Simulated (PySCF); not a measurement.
Broadened absorption spectrum of C6H8OSi

Species: C6H8OSi.
Atom-mapped SMILES: `[SiH3:1][O:2][c:3]1[cH:4][cH:5][cH:6][cH:7][cH:8]1` (hydrogens: H9, H10, H11 on Si1; H12 on C4; H13 on C5; H14 on C6; H15 on C7; H16 on C8)

Structure used (PBE0-D3(BJ)/def2-SVP), in Å, numbered top down from 1:
```xyz
16
C6H8OSi angstrom
Si     2.5635    0.0987    0.0272
O      1.1176   -0.7334   -0.1522
C     -0.1459   -0.2561   -0.0730
C     -1.1945   -1.1537   -0.3013
C     -2.5122   -0.7145   -0.2320
C     -2.8026    0.6183    0.0648
C     -1.7566    1.5097    0.2912
C     -0.4317    1.0808    0.2237
H      2.6751    1.1852   -0.9915
H      3.6233   -0.9219   -0.1763
H      2.6637    0.6973    1.3917
H     -0.9486   -2.1917   -0.5327
H     -3.3238   -1.4238   -0.4127
H     -3.8386    0.9588    0.1189
H     -1.9679    2.5560    0.5247
H      0.3801    1.7912    0.4038
```

Computed with TDDFT PBE0/def2-SVPD, vertical, gas phase, core orbitals frozen in the response (PySCF).

Each state is given a Gaussian of 0.25 eV full width at half maximum, with ε(max) = 2.175×10⁸ f / Δν̃ (Δν̃ the width in cm⁻¹). The width is an assumption, not a result. The curve ends short of the highest state used, and states not computed would add to its high-energy end.

```tsv
E (eV)	ε (L mol⁻¹ cm⁻¹)
4.82	5
4.87	22
4.91	65
4.96	205
5.01	522
5.06	1064
5.10	1603
5.15	2190
5.20	2398
5.25	2103
5.29	1614
5.34	949
5.39	447
5.43	209
5.48	69
5.53	33
5.58	83
5.62	240
5.67	774
5.72	2009
5.77	4183
5.81	6413
5.86	8964
5.91	10038
5.95	9369
6.00	7040
6.05	4240
6.10	2051
6.14	988
6.19	351
6.24	145
6.28	110
6.33	108
6.38	112
6.43	148
6.47	295
```

Task: Locate the maxima and give the states behind the curve.

Result: 239 nm (5.20 eV), ε about 2400, made up of S1 (100%); 210 nm (5.91 eV), ε about 10000, made up of S3 (100%) (ε in L mol⁻¹ cm⁻¹; maxima over ε = 5, shares over 10%). At its high-energy end, 6.47 eV, the curve is still rising (ε about 290, from S4, S5 and S7). The states used: S1 5.20 eV (f 0.022); S2 5.80 eV (f 0.0001); S3 5.91 eV (f 0.093); S4 6.34 eV (f 0.0009); S5 6.70 eV (f 0.0074); S6 6.73 eV (f 0.0048); S7 6.85 eV (f 0.699); S8 6.89 eV (f 0.338); S9 6.96 eV (f 0.0060); S10 7.07 eV (f 0.0000).

Task: Coming from long wavelengths, where does ε first pass 100 L mol⁻¹ cm⁻¹?

Result: At about 252 nm (4.93 eV), 0.27 eV below S1.

Task: On this curve, what absorbance would a 10⁻⁵ mol/L sample give at 193 nm over a 1 cm path?

Result: 193 nm is 6.424 eV, where ε is about 140 L mol⁻¹ cm⁻¹, so A = ε c l ≈ 0.0014 (Beer–Lambert, with the gas-phase spectrum and the assumed width).

Task: What would ε be at 5.91 eV, the highest of these maxima, with half the width (0.125 eV)?

Result: About 20100 L mol⁻¹ cm⁻¹ against 10000, a factor of about 2.00; a lone state at its own centre would give exactly 2.

The vertical ionisation energy (ΔSCF) is 8.46 eV, 1.39 eV above S10.

One conformer stands for the species.
